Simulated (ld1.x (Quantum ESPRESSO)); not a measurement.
## selenium (Se): excitation energies, all-electron against ultrasoft

Se (Z = 34), ultrasoft, made with ld1.x (Quantum ESPRESSO) 7.5 (PBE, scalar-relativistic). Core [Ar], reference 3d10 4s2 4p4. Waves: 4s (bound): rcut 0.95, rcutus 1.35 bohr; 4s channel at -0.1 Ry: rcut 0.95, rcutus 1.35 bohr; 4p (bound): rcut 1.20, rcutus 1.50 bohr; 4p channel at 1.3 Ry: rcut 1.20, rcutus 1.50 bohr; 3d (bound): rcut 0.40, rcutus 0.55 bohr; 3d channel at -3.3 Ry: rcut 0.40, rcutus 0.55 bohr. Local part: all-electron potential smoothed inside 1.30 bohr (lloc = -1). Core correction: Bessel-smoothed model core, default radius (core density twice the valence density). Augmentation charge: PSQ, radius 0.30 bohr.

Energies are relative to the spin-unpolarised reference configuration 3d10 4s2 4p4; without spin polarisation the order of configurations can differ from experiment.

| valence configuration | charge | ΔE all-electron (eV) | error AE − PS (meV) |
| --- | --- | --- | --- |
| 3d10 4s2 4p2 | +2 | 31.193 | -11 |
| 3d10 4s2 4p1 | +3 | 62.061 | -38 |
| 3d9 4s2 4p4 | +1 | 64.091 | -402 |
| 3d10 4s2 4p3.5 | +0.5 | 4.310 | -0.8 |
| 3d10 4s2 4p4.3 | -0.3 | -1.593 | +0.3 |
| 3d10 4s2 4p0 | +4 | 104.245 | -103 |

Q: What are ΔE and the potential's error for 3d10 4s2 4p3?

A: ΔE = 10.845 eV all-electron; the error (AE − PS) is -2.4 meV.

Levels in the configuration 3d10 4s2 4p3:

```csv
level,all-electron (eV),pseudo (eV)
3d,-63.610,-63.607
4s,-26.859,-26.860
4p,-15.407,-15.409
```

Note: ghost state, extra bound levels that the all-electron valence spectrum of the same l lacks: s at -51.9 eV. A true bound ghost makes a file unfit for plane-wave use.
